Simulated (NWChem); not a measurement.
System: C2H5BF2O; SMILES CCOB(F)F

Input file for NWChem:

```
start job
memory heap 200 mb stack 900 mb global 1100 mb
geometry units angstroms noautoz
  B      0.037295    -0.956375     0.022467
  F     -1.290101    -0.960790    -0.021145
  F      0.670624    -2.079810    -0.258065
  O      0.738176     0.136826     0.341315
  C      0.108441     1.377574     0.618363
  C     -0.073810     2.193051    -0.641612
  H     -0.861277     1.206619     1.114618
  H      0.760275     1.904835     1.331289
  H     -0.764959     1.693140    -1.337381
  H     -0.491281     3.182396    -0.401021
  H      0.889364     2.339374    -1.152610
end
basis spherical
  * library def2-tzvp
end
dft
  xc becke88 lyp
  iterations 150
  semidirect filesize 400000000
  mulliken
end
task dft energy
```

NWChem printed, in part:

```
             Northwest Computational Chemistry Package (NWChem) 7.3.0
             --------------------------------------------------------

 C1  symmetry detected

                             Geometry "geometry" -> ""
                             -------------------------

 Output coordinates in angstroms (scale by  1.889725989 to convert to a.u.)

  No.       Tag          Charge          X              Y              Z
 ---- ---------------- ---------- -------------- -------------- --------------
    1 B                    5.0000     0.02207202    -0.97091448     0.03587284
    2 F                    9.0000    -1.30400980    -0.95787137     0.10825047
    3 F                    9.0000     0.61432925    -2.10558792    -0.28608613
    4 O                    8.0000     0.76178668     0.11592595     0.27997680
    5 C                    6.0000     0.17427684     1.36781167     0.59682328
    6 C                    6.0000    -0.10709949     2.17279553    -0.65160915
    7 H                    1.0000    -0.75045100     1.21501409     1.17766659
    8 H                    1.0000     0.89246111     1.89346863     1.24416502
    9 H                    1.0000    -0.86260345     1.67518965    -1.27874120
   10 H                    1.0000    -0.48951234     3.17008013    -0.38674422
   11 H                    1.0000     0.80951296     2.30090271    -1.24628864

 Effective nuclear repulsion energy (a.u.)     238.3016123340

                                 NWChem DFT Module
                                 -----------------

 Summary of "ao basis" -> "ao basis" (spherical)
 ------------------------------------------------------------------------------
       Tag                 Description            Shells   Functions and Types
 ---------------- ------------------------------  ------  ---------------------
 B                         def2-tzvp                11       31   5s3p2d1f
 F                         def2-tzvp                11       31   5s3p2d1f
 O                         def2-tzvp                11       31   5s3p2d1f
 C                         def2-tzvp                11       31   5s3p2d1f
 H                         def2-tzvp                 4        6   3s1p

            General Information
            -------------------
          SCF calculation type: DFT
          Wavefunction type:  closed shell.
          No. of atoms     :    11
          No. of electrons :    48
           Alpha electrons :    24
            Beta electrons :    24
          Charge           :     0
          Spin multiplicity:     1
          Use of symmetry is: off; symmetry adaption is: off
          Maximum number of iterations: 150
          AO basis - number of functions:   216
                     number of shells:    86
          Convergence on energy requested:  1.00D-06
          Convergence on density requested:  1.00D-05
          Convergence on gradient requested:  5.00D-04

              XC Information
              --------------
                    Becke 1988 Exchange Functional  1.000
              Lee-Yang-Parr Correlation Functional  1.000

             Grid Information
             ----------------
          Grid used for XC integration:  medium
          Radial quadrature: Mura-Knowles
          Angular quadrature: Lebedev.
          Tag              B.-S. Rad. Rad. Pts. Rad. Cut. Ang. Pts.
          ---              ---------- --------- --------- ---------
          B                   0.85       49          12.0       434
          F                   0.50       49          13.0       434
          O                   0.60       49          10.0       434
          C                   0.70       49          11.0       434
          H                   0.35       45          12.0       434
          Grid pruning is: on
          Number of quadrature shells:   519
          Spatial weights used:  Erf1

      Superposition of Atomic Density Guess
      -------------------------------------

 Sum of atomic energies:        -375.99687924

      Non-variational initial energy
      ------------------------------

 Total energy =    -378.643901
 1-e energy   =    -990.389819
 2-e energy   =     373.444306
 HOMO         =      -0.390357
 LUMO         =       0.054488

------------------------------------------------------------
EAF file 0: "./job.aoints.0" size=997720064 bytes
------------------------------------------------------------
               write      read    awrite     aread      wait
               -----      ----    ------     -----      ----
     calls:     1903         0         0         0         0
   data(b): 9.98e+08  0.00e+00  0.00e+00  0.00e+00
   time(s): 0.00e+00  0.00e+00  0.00e+00  0.00e+00  0.00e+00
rate(mb/s): 0.00e+00  0.00e+00
------------------------------------------------------------

     ---------------------------------------------
      Total Density - Mulliken Population Analysis
     ---------------------------------------------

    Atom       Charge   Shell Charges
 -----------   ------   -------------------------------------------------------
    1 B    5     3.92   0.91  1.07  0.45  0.22  0.03  0.65  0.25  0.04  0.13  0.12  0.05
    2 F    9     9.43   0.77  1.20  0.61  0.99  0.32  2.36  2.32  0.85  0.00  0.01  0.00
    3 F    9     9.42   0.77  1.20  0.61  0.99  0.32  2.36  2.32  0.84  0.00  0.01  0.00
    4 O    8     8.53   0.79  1.18  0.59  0.92  0.23  1.99  2.14  0.67  0.00  0.02  0.00
    5 C    6     5.93   0.86  1.12  0.53  0.65  0.10  1.09  1.19  0.27  0.03  0.10  0.01
    6 C    6     6.52   0.86  1.12  0.56  0.66  0.13  1.27  1.42  0.44  0.01  0.04  0.00
    7 H    1     0.87   0.25  0.46  0.14  0.02
    8 H    1     0.87   0.25  0.47  0.14  0.02
    9 H    1     0.84   0.24  0.45  0.13  0.02
   10 H    1     0.83   0.24  0.44  0.13  0.02
   11 H    1     0.84   0.24  0.44  0.13  0.02

   convergence    iter        energy       DeltaE   RMS-Dens  Diis-err
 ---------------- ----- ----------------- --------- --------- ---------
 d= 0,ls=0.0,diis     1   -379.0895898984 -6.17D+02  5.42D-03  1.77D+00
 d= 0,ls=0.0,diis     2   -379.0207181217  6.89D-02  3.09D-03  2.64D+00
 d= 0,ls=0.0,diis     3   -379.2177591407 -1.97D-01  7.82D-04  2.40D-01
 d= 0,ls=0.0,diis     4   -379.2327330118 -1.50D-02  3.87D-04  1.43D-02
 d= 0,ls=0.0,diis     5   -379.2337565483 -1.02D-03  1.21D-04  4.07D-03
  Resetting Diis
 d= 0,ls=0.0,diis     6   -379.2340960002 -3.39D-04  3.43D-05  1.64D-04
 d= 0,ls=0.0,diis     7   -379.2341091500 -1.31D-05  1.64D-05  1.31D-05
 d= 0,ls=0.0,diis     8   -379.2341070269  2.12D-06  9.77D-06  3.65D-05
 d= 0,ls=0.0,diis     9   -379.2341104565 -3.43D-06  1.75D-06  5.99D-07
 d= 0,ls=0.0,diis    10   -379.2341105057 -4.92D-08  4.67D-07  4.79D-08

         Total DFT energy =     -379.234110505687
      One electron energy =     -994.822081244205
           Coulomb energy =      423.667982964638
    Exchange-Corr. energy =      -46.381624560074
 Nuclear repulsion energy =      238.301612333954

 Numeric. integr. density =       47.999981033477

                       DFT Final Molecular Orbital Analysis
                       ------------------------------------

 Vector   22  Occ=2.000000D+00  E=-3.367104D-01
              MO Center= -2.5D-02,  6.8D-01, -2.4D-01, r^2= 4.2D+00
   Bfn.  Coefficient  Atom+Function         Bfn.  Coefficient  Atom+Function
  ----- ------------  ---------------      ----- ------------  ---------------
    99      0.198504   4 O  px               38      0.189739   2 F  py
    68     -0.172645   3 F  px              200      0.171627   9 H  s
   102      0.155721   4 O  px              162     -0.151770   6 C  py
    41      0.145972   2 F  py              161     -0.146462   6 C  px
    71     -0.132656   3 F  px              199      0.117551   9 H  s

 Vector   23  Occ=2.000000D+00  E=-2.897417D-01
              MO Center=  3.7D-01,  8.1D-01,  3.8D-01, r^2= 2.4D+00
   Bfn.  Coefficient  Atom+Function         Bfn.  Coefficient  Atom+Function
  ----- ------------  ---------------      ----- ------------  ---------------
    99      0.325362   4 O  px              102      0.253437   4 O  px
   130     -0.208005   5 C  px              188      0.185022   7 H  s
   105      0.178616   4 O  px              194     -0.156279   8 H  s
   189      0.138646   7 H  s               133     -0.131582   5 C  px
   187      0.119940   7 H  s                98      0.108613   4 O  s

 Vector   24  Occ=2.000000D+00  E=-2.805246D-01
              MO Center=  4.1D-01,  5.2D-01,  1.9D-01, r^2= 2.4D+00
   Bfn.  Coefficient  Atom+Function         Bfn.  Coefficient  Atom+Function
  ----- ------------  ---------------      ----- ------------  ---------------
   101      0.362084   4 O  pz              104      0.292885   4 O  pz
   107      0.209208   4 O  pz              132     -0.167143   5 C  pz
   163      0.139304   6 C  pz              162     -0.115809   6 C  py
    70     -0.112444   3 F  pz              135     -0.110248   5 C  pz
   166      0.105903   6 C  pz                8      0.096401   1 B  pz

 Vector   25  Occ=0.000000D+00  E=-1.055088D-03
              MO Center= -2.2D-01,  4.5D-02,  2.7D-01, r^2= 7.7D+00
   Bfn.  Coefficient  Atom+Function         Bfn.  Coefficient  Atom+Function
  ----- ------------  ---------------      ----- ------------  ---------------
     5      1.574181   1 B  s               129     -1.446782   5 C  s
   160     -1.447533   6 C  s                 4     -1.345478   1 B  s
   189      0.883341   7 H  s               207      0.741899  10 H  s
   213      0.655420  11 H  s               201      0.616660   9 H  s
   195      0.551862   8 H  s                98      0.421273   4 O  s

[...]
```

Level: BLYP/def2-TZVP. Structure relaxed at the PBE0/def2-SVP level.
